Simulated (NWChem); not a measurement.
C4H7F; SMILES CC(C)=CF

```xyz
12

C      0.7857    -1.6920     0.0000
C      0.0299    -0.3992     0.0000
C     -1.4657    -0.4593     0.0000
C      0.6878     0.7615     0.0000
F      0.0656     1.9444     0.0000
H      1.8746    -1.5375     0.0000
H      0.5285    -2.2986     0.8850
H      0.5285    -2.2986    -0.8850
H     -1.9116     0.5436     0.0000
H     -1.8353    -1.0043    -0.8850
H     -1.8353    -1.0043     0.8850
H      1.7774     0.8609     0.0000
```
Atoms are numbered in this order, from 1.

All runs: NWChem. Pople sets run with spherical d functions. Structure relaxed at the PBE0/def2-SVP level. Level: M05-2X/6-31G* with COSMO at NWChem's default radii, gas-phase geometry; the question gives the dielectric constant.

### Question
Estimate the computed values for dielectric constant 1.5. Quantities: electrostatic solvation energy (kcal/mol); dipole in solution (D).

### Answer
```
Item                                       Value
-----------------------------------------  -----
electrostatic solvation energy (kcal/mol)   -0.7
dipole in solution (D)                      1.62
```
